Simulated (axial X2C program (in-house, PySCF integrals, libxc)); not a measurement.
## Spectroscopic constants of RuN

Computed with an in-house all-electron X2C program for linear molecules (integrals from PySCF). Spin-free means the one-electron spin-free X2C Hamiltonian. Basis: Ru dyall-cv3z [12s12p8d5f3g], N dyall-av3z [7s7p3d2f] (cores contracted in-house); Gaussian nuclei, density fitting, unrestricted open shells. Masses: Ru 101.904 u, N 14.003 u.

Input:
```json
{
 "zs": [
  44,
  7
 ],
 "q": 0,
 "bas": [
  "dyall-cv3z",
  "dyall-av3z"
 ],
 "levels": [
  "PBE0",
  "HF",
  "B3LYP"
 ],
 "cc": true,
 "r0": 1.74,
 "thr": -2.0,
 "nmax": 110,
 "npts": 10,
 "nst": 2,
 "ntry": 8
}
```
```bash
python so2c.py task.json out
```

Keys: zs atomic numbers; q charge; bas basis sets; levels methods; cc coupled cluster on or off; r0 starting distance in Å; thr threshold in hartree for freezing inner shells (an s shell follows its p shell); nmax most natural virtual spinors; npts points on the curve; nst determinants followed; ntry starts of the search. HF also brings MP2.

State, spin-free: M_S = 1/2, Λ = 0 (beyond evenly filled blocks: σα); electrons by block: σα: 12, σβ: 11, π+α: 5, π+β: 5, π-α: 5, π-β: 5, δ+α: 2, δ+β: 2, δ-α: 2, δ-β: 2. Fragments: Ru + N.

```
Hamiltonian  level  Re (Å)  ωe (cm⁻¹)  Be (cm⁻¹)  αe (cm⁻¹)  De (eV)  k (mdyn/Å)  μ (D)
  spin-free  B3LYP   1.556     1210.8     0.5658    0.00275     4.89        10.6  -2.00
```

Dipoles are positive if N is the positive end.

The state is one determinant whose occupation by symmetry is held fixed; it was picked as the lowest of a PBE0 search that is not exhaustive. De is counted from the lowest determinant-based energies of the atoms at the same level, without counterpoise correction. Without a current term, density functionals place determinants with orbital angular momentum somewhat too high. The determinant is spin-polarised beyond a pure state at some levels (its spin-free form has ⟨S²⟩ too high), which makes Re and μ there less reliable.

No reliable constants came from B3LYP (2c), CCSD (2c), CCSD (spin-free), CCSD(T) (2c), CCSD(T) (spin-free), HF (2c), HF (spin-free), MP2 (2c), MP2 (spin-free), PBE0 (2c), PBE0 (spin-free): no minimum in range, unconverged points, a curve that is not smooth, a change of character along it, or the two Hamiltonians disagreeing along it.

The whole task took 9 min on 1 thread of Arm Neoverse N1, with other jobs on the host.
